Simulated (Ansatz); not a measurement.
Species: sum formula WOF$_{2}$, net charge 0, triplet state. The spin state was set by rule; other spins were not relaxed. 
Geometry from a B3LYP-D3(BJ)/def2-TZVP (Ansatz, a first-principles code) optimisation:
```
W
O 1 1.6928
F 1 1.8928 2 121.40
F 1 1.8928 2 121.40 3 -180.00
```
Charge 0, spin multiplicity 3.

Total electronic energies in hartree. Correlated levels leave the core frozen unless marked. Open shells are spin-unrestricted. Spin-orbit coupling is left out. Frozen are the shells of the preceding noble gas and the d and f shells that filled before the atom's block. Past Kr the def2 sets carry scalar-relativistic core potentials. CBS(X,Y): correlation extrapolated as X^-3; Hartree-Fock from the larger set. [CCSD(T)-MP2]/basis is that difference in the basis named.

The UHF reference is spin-contaminated (<S^2> 0.12 over the pure value in the largest basis). 

```json
[
 {"level": "HF/def2-TZVPPD", "program": "Ansatz", "energy (Eh)": "-340.39757"},
 {"level": "RI-HF/def2-TZVPP", "program": "Ansatz", "energy (Eh)": "-340.39552"},
 {"level": "RI-HF/def2-QZVPPD", "program": "Ansatz", "energy (Eh)": "-340.40984"},
 {"level": "SVWN5/def2-TZVPD", "program": "Ansatz", "energy (Eh)": "-340.36405"},
 {"level": "PBE/def2-TZVPD", "program": "Ansatz", "energy (Eh)": "-342.04321"},
 {"level": "BLYP-D3(BJ)/def2-TZVPD", "program": "Ansatz + dftd3", "energy (Eh)": "-342.24437"},
 {"level": "BLYP-D4/def2-TZVPD", "program": "Ansatz + dftd4", "energy (Eh)": "-342.24504"},
 {"level": "BLYP/def2-TZVPD", "program": "Ansatz", "energy (Eh)": "-342.23971"},
 {"level": "revPBE-D3(BJ)/def2-TZVPD", "program": "Ansatz + dftd3", "energy (Eh)": "-342.25078"},
 {"level": "B3LYP-D4/def2-TZVPD", "program": "Ansatz + dftd4", "energy (Eh)": "-342.28071"},
 {"level": "PBE0-D3(BJ)/def2-TZVPD", "program": "Ansatz + dftd3", "energy (Eh)": "-341.97295"},
 {"level": "BHLYP/def2-TZVPD", "program": "Ansatz", "energy (Eh)": "-342.00116"},
 {"level": "r2SCANh/def2-TZVPD", "program": "Ansatz", "energy (Eh)": "-342.13762"},
 {"level": "wB97X/def2-TZVPD", "program": "Ansatz", "energy (Eh)": "-342.19219"},
 {"level": "B2GP-PLYP-D3(BJ)/def2-TZVPD", "program": "Ansatz + dftd3", "energy (Eh)": "-341.82057"},
 {"level": "B2GP-PLYP-D4/def2-TZVPD", "program": "Ansatz + dftd4", "energy (Eh)": "-341.81894"},
 {"level": "B2GP-PLYP/def2-TZVPD", "program": "Ansatz", "energy (Eh)": "-341.81790"},
 {"level": "MP2/def2-TZVPP", "program": "Ansatz", "energy (Eh)": "-341.32011"},
 {"level": "RI-MP2/def2-TZVPP", "program": "Ansatz", "energy (Eh)": "-341.31996"},
 {"level": "SCS-MP2/def2-SVP", "program": "Ansatz", "energy (Eh)": "-340.68939"},
 {"level": "CCSD/def2-SVP", "program": "Ansatz", "energy (Eh)": "-340.72588"},
 {"level": "CCSD(T)/def2-SVPD", "program": "Ansatz", "energy (Eh)": "-340.81038"},
 {"level": "RI-MP2/CBS(def2-TZVPP,def2-QZVPP)+[CCSD(T)-MP2]/def2-TZVPP", "program": "Ansatz", "energy (Eh)": "-341.4880"}
]
```

Totals of different functionals don't rank their quality; only differences between species are comparable.
